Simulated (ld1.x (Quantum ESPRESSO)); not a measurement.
tantalum (Ta), TM semilocal: configuration errors across variants

```json
{
 "Element": "tantalum",
 "Generator": "ld1.x (Quantum ESPRESSO) 7.5",
 "Type": "norm-conserving Troullier–Martins (semilocal form)",
 "Functional": "PBE",
 "Relativity": "scalar-relativistic",
 "Frozen core": "[Kr] 4d10 4f14 5s2",
 "Valence charge": "11",
 "Reference configuration": "5p6 5d4 6s1 6p0",
 "Partial waves": "6s (bound): rc 2.30 bohr; 5p (bound): rc 1.75 bohr; 5d (bound): rc 2.10 bohr",
 "Local potential": "the d channel",
 "Core correction": "Bessel-smoothed model core inside 1.10 bohr"
}
```

All-electron excitation energies from the reference (eV): (1) 5p6 5d3 6s2 6p0 -2.094; (2) 5p6 5d3 6s1 6p0 6.374; (3) 5p6 5d3 6s0 6p0 21.346; (4) 5p6 5d2 6s2 6p0 5.587; (5) 5p6 5d2 6s0 6p0 44.949; (6) 5p6 5d3 6s1 6p1 2.085; (7) 5p6 5d1 6s0 6p0 79.992.

A semilocal file is local in each channel, so a ghost entry of none says nothing of the separable form that plane-wave codes build from it.

Errors AE − PS in meV (a dash: test not solved or not reliable):

| change | (1) | (2) | (3) | (4) | (5) | (6) | (7) | bound ghosts |
| --- | --- | --- | --- | --- | --- | --- | --- | --- |
| base | -10 | +1.0 | -9.7 | -25 | -46 | +72 | -179 | none |
| wave 5p (bound): rc 1.75 bohr becomes 5p (bound): rc 1.20 bohr | -11 | +0.8 | -9.7 | -27 | -48 | +11 | -193 | none |
| wave 5p (bound): rc 1.75 bohr becomes 5p (bound): rc 1.54 bohr | -11 | +0.8 | -9.7 | -26 | -47 | +34 | -188 | none |
| wave 5p (bound): rc 1.75 bohr becomes 5p (bound): rc 1.68 bohr | -11 | +0.9 | -9.7 | -26 | -47 | +55 | -183 | none |
| wave 5p (bound): rc 1.75 bohr becomes 5p (bound): rc 1.90 bohr | -10 | +1.1 | -9.7 | -24 | -45 | +105 | -172 | none |
| wave 5p (bound): rc 1.75 bohr becomes 5p (bound): rc 2.02 bohr | -9.9 | +1.2 | -9.7 | -22 | -43 | +140 | -164 | none |
| wave 5p (bound): rc 1.75 bohr becomes 5p (bound): rc 2.26 bohr | -9.6 | +1.3 | -9.5 | -21 | -41 | +179 | -156 | none |
| wave 5p (bound): rc 1.75 bohr becomes 5p (bound): rc 2.42 bohr | -9.6 | +1.3 | -9.5 | -21 | -41 | +183 | -155 | none |
| wave 5p (bound): rc 1.75 bohr becomes 5p (bound): rc 2.58 bohr | -9.8 | +1.2 | -9.8 | -22 | -43 | +148 | -162 | none |

Problem. Give the same row for: wave 5p (bound): rc 1.75 bohr becomes 5p (bound): rc 1.28 bohr.

Solution. -11, +0.8, -9.7, -27, -48, +12, -193; bound ghosts: none.
